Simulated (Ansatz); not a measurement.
`[SiH3][SiH2][NH][GeH3]` + `OB(F)F` → `FB(F)O[SiH3]` + `[SiH3][NH][GeH3]` at 700 K and 1 bar (cleavage of the Si–Si bond).

Isolated molecules relaxed with PBE0-D4/def2-TZVP in Ansatz; ΔE leaves out vibrations. CCSD(T)/CBS is the MP2 limit (def2-TZVPP, def2-QZVPP) plus CCSD(T) − MP2 in def2-TZVPP, frozen cores. This one scheme is used for every species. For Ge outer-core shells are correlated without core-valence functions, which leaves a few kJ/mol of doubt a bond. Scalar relativity is left out up to krypton. Each species was taken in one conformer, which may not be the lowest.

```json
{"species": "`[SiH3][SiH2][NH][GeH3]`", "CCSD(T)/CBS energy (Eh)": "-2714.39913", "H − E (kJ/mol)": "313.8", "S (J/(mol·K))": "557.1"}
{"species": "`OB(F)F`", "CCSD(T)/CBS energy (Eh)": "-300.33752", "H − E (kJ/mol)": "106.9", "S (J/(mol·K))": "333.0"}
{"species": "`FB(F)O[SiH3]`", "CCSD(T)/CBS energy (Eh)": "-590.65048", "H − E (kJ/mol)": "171.8", "S (J/(mol·K))": "439.9"}
{"species": "`[SiH3][NH][GeH3]`", "CCSD(T)/CBS energy (Eh)": "-2424.11992", "H − E (kJ/mol)": "242.6", "S (J/(mol·K))": "454.5"}
```

H − E and S are ideal-gas, rigid-rotor, harmonic terms from PBE0-D4/def2-TZVP, for one conformer and one mirror image of each species. 1 Eh = 2625.50 kJ/mol, R = 8.31446 J/(mol·K).

**Question.** By hand: ΔE, ΔH, ΔS and ΔG.

**Answer.** ΔE = (-590.65048) + (-2424.11992) − (-2714.39913) − (-300.33752) = -0.03375 Eh = -88.6 kJ/mol. Δ(H − E) = 171.8 + 242.6 − 313.8 − 106.9 = -6.3, so ΔH = -94.9 kJ/mol. ΔS = 439.9 + 454.5 − 557.1 − 333.0 = 4.3 J/(mol·K). ΔG = -94.9 − 700 × (4.3)/1000 = -97.9 kJ/mol.

**Question.** By hand: the equilibrium constant, and the temperature at which ΔG would vanish if ΔH and ΔS stayed fixed.

**Answer.** log₁₀ K = −ΔG/(RT ln 10) = 7.3. ΔH and −TΔS have one sign here, so there is no such temperature. One of them is within its doubt of zero, so this could turn.

The number of gas molecules stays the same, so ΔS is small and ΔH decides. A doubt of 5 kJ/mol in ΔE shifts log₁₀ K by 0.4 here. Other conformers and mirror images would add mixing entropy, several J/(mol·K) or more a flexible species. Modes under 60 cm⁻¹, often nearly free rotors, make the harmonic entropy too high. These are equilibria of isolated gas molecules and say nothing of rates. Largest T1 diagnostic: 0.012 (customary marks: 0.02 for closed shells, 0.045 for open ones).
